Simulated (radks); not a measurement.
Results of a calculation; reference values are marked as such.
Trend from Rb2+ to Xe2+: ionisation energy by Delta-SCF between NIST ground configurations, and size. Level of theory: scalar-relativistic Kohn-Sham, PBEsol, spin-polarised, spherical densities, point nucleus; open shells are filled with parallel spins first (spin-orbit coupling, left out, can overturn this in heavy ions) (a radial shooting solver on a logarithmic mesh with Libxc functionals).

species      configuration  configuration of the ion  IE (eV)  NIST (eV)       kind  -e(HOMO) (eV)  outermost  <r> outermost (bohr)  r at 0.001 e/bohr^3 (bohr)
Rb2+     [Ar] 3d10 4s2 4p5         [Ar] 3d10 4s2 4p4   39.301     39.247  semi-emp.    33.226 (4p)         4p                  1.64                        3.40
Sr2+                  [Kr]         [Ar] 3d10 4s2 4p5   42.993     42.884       exp.    36.506 (4p)         4p                  1.55                        3.33
Zr2+              [Kr] 4d2                  [Kr] 4d1   23.139     23.170  semi-emp.    17.922 (4d)         4d                  1.99                        3.62
Nb2+              [Kr] 4d3                  [Kr] 4d2   25.534     25.040  semi-emp.    19.972 (4d)         4d                  1.84                        3.61
Mo2+              [Kr] 4d4                  [Kr] 4d3   27.809       27.1  semi-emp.    21.920 (4d)         4d                  1.71                        3.57
Tc2+              [Kr] 4d5                  [Kr] 4d4   30.002     29.550  semi-emp.    23.800 (4d)         4d                  1.60                        3.51
Ru2+              [Kr] 4d6                  [Kr] 4d5   28.430     28.470  semi-emp.    22.341 (4d)         4d                  1.54                        3.47
Rh2+              [Kr] 4d7                  [Kr] 4d6   30.921     31.060  semi-emp.    24.486 (4d)         4d                  1.45                        3.41
Pd2+              [Kr] 4d8                  [Kr] 4d7   33.292     32.930  semi-emp.    26.533 (4d)         4d                  1.38                        3.35
Ag2+              [Kr] 4d9                  [Kr] 4d8   35.577       34.8  semi-emp.    28.510 (4d)         4d                  1.31                        3.29
Cd2+             [Kr] 4d10                  [Kr] 4d9   37.802      37.47       exp.    30.439 (4d)         4d                  1.25                        3.24
In2+         [Kr] 4d10 5s1                 [Kr] 4d10   28.567     28.044       exp.    24.224 (5s)         5s                  2.32                        3.55
Sn2+         [Kr] 4d10 5s2             [Kr] 4d10 5s1   30.683     30.506       exp.    26.161 (5s)         5s                  2.21                        3.68
Sb2+     [Kr] 4d10 5s2 5p1             [Kr] 4d10 5s2   24.699     25.324       exp.    20.575 (5p)         5p                  2.48                        3.86
Te2+     [Kr] 4d10 5s2 5p2         [Kr] 4d10 5s2 5p1   27.597      27.84       exp.    23.102 (5p)         5p                  2.33                        3.90
I2+      [Kr] 4d10 5s2 5p3         [Kr] 4d10 5s2 5p2   30.307      29.57       exp.    25.509 (5p)         5p                  2.19                        3.88
Xe2+     [Kr] 4d10 5s2 5p4         [Kr] 4d10 5s2 5p3   30.429      31.05  semi-emp.    25.735 (5p)         5p                  2.09                        3.85

Reference values: NIST Atomic Spectra Database (exp. = measured, semi-emp. = semi-empirical, theory = theoretical value adopted there). Open shells are spherical and high-spin; term and fine-structure splittings are not resolved. Spin-orbit splitting is averaged out at the scalar-relativistic level.
